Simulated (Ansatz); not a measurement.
Relaxed structures of B2H2ClF, singlet (PBE0-D4/def2-TZVP; forces vanish, vibrations not checked; lower isomers may exist, and structures with a doubtful reference or unclear bonds are left out; Å). Computed with Ansatz 0.2.0 (basis: def2-TZVPP); correlated methods freeze the cores.

Rank them by CCSD(T) energy, lowest first, and give each one's height above the lowest. Links in brackets join atoms within 1.22 times the sum of their covalent radii (1.1 for two metals). (To be estimated.)
A.
B₂H₂ClF ([F][B][BH][ClH])
```
6
angstrom
B -0.1133 -0.1493 -0.4489
B 1.0985 -0.3598 0.4483
F 2.1499 -0.5273 1.1681
Cl -0.4037 -1.6598 -1.4835
H -0.8341 0.7628 -0.6790
H -1.4194 -2.3850 -1.0267
```
B.
B₂H₂ClF ([F][BH][BH][Cl])
```
6
angstrom
B -0.1759 0.5657 0.6116
B 0.2970 -0.4581 -0.6506
F -1.3908 1.0936 0.6423
Cl 0.0678 -2.1755 -0.4419
H 0.8205 -0.1182 -1.6696
H 0.5515 0.8503 1.5293
```
C.
B₂H₂ClF ([BH2][B]([F])[Cl])
```
6
angstrom
B -0.3956 0.8027 -0.0013
B 0.4933 -0.6124 0.0791
F 1.7152 -0.7511 0.5504
Cl -0.3102 -2.0580 -0.5374
H -0.3716 1.4951 -0.9760
H -1.1311 1.1237 0.8852
```

The calculation gives: C (0.000 eV), B (0.107 eV), A (3.856 eV). Heights count from the lowest.

No T1 diagnostic of these runs exceeds 0.016.

For scale, one of the runs: CCSD(T)/def2-TZVPP, 163 basis functions, launched by `ansatz run in.yaml --threads 2 --pin off --events-out ev --progress --plain --max-ram 4352MiB`. The run took 20 s on 2 CPU threads of an Intel Xeon Platinum 8375C (shared host), with 1.3 GiB of host memory at its peak.
